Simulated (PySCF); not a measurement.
CH₄ClNOSi₂, SMILES [Si@@H]1(OC=N[SiH2]1)Cl.

Coordinates come from a PBE-D3(BJ)/def2-SVP optimisation. The structure was generated by enumeration; whether it is a known compound was not checked.

Method: TDA-PBE/def2-SVPD in PySCF.

Vertical excitations. 

| state | energy (eV) | λ (nm) | f | main pairs |
|---|---|---|---|---|
| S1 | 4.42 | 281 | 0.009 | HOMO→LUMO 99 % |
| S2 | 5.33 | 233 | 0.073 | HOMO→LUMO+1 81 % |
| S3 | 5.41 | 229 | 0.005 | HOMO→LUMO+2 75 %, HOMO−2→LUMO 20 % |
| S4 | 5.50 | 226 | 0.012 | HOMO−1→LUMO 61 %, HOMO→LUMO+3 21 % |
| S5 | 5.70 | 218 | 0.018 | HOMO−2→LUMO 68 %, HOMO→LUMO+2 19 % |
| S6 | 5.90 | 210 | 0.012 | HOMO−1→LUMO+1 84 % |
| S7 | 5.92 | 209 | 0.092 | HOMO→LUMO+3 64 % |
| S8 | 6.17 | 201 | 0.005 | HOMO−3→LUMO 98 % |
| S9 | 6.22 | 199 | 0.010 | HOMO→LUMO+4 94 % |
| S10 | 6.34 | 195 | 0.001 | HOMO−2→LUMO+1 83 % |
| T1 | 4.09 | 303 | 0 | HOMO→LUMO 99 % |
| T2 | 4.65 | 267 | 0 | HOMO→LUMO+1 85 % |
| T3 | 4.70 | 264 | 0 | HOMO−1→LUMO 78 %, HOMO→LUMO+1 14 % |
| T4 | 5.01 | 248 | 0 | HOMO→LUMO+2 85 % |
Triplets are in the Tamm–Dancoff approximation.
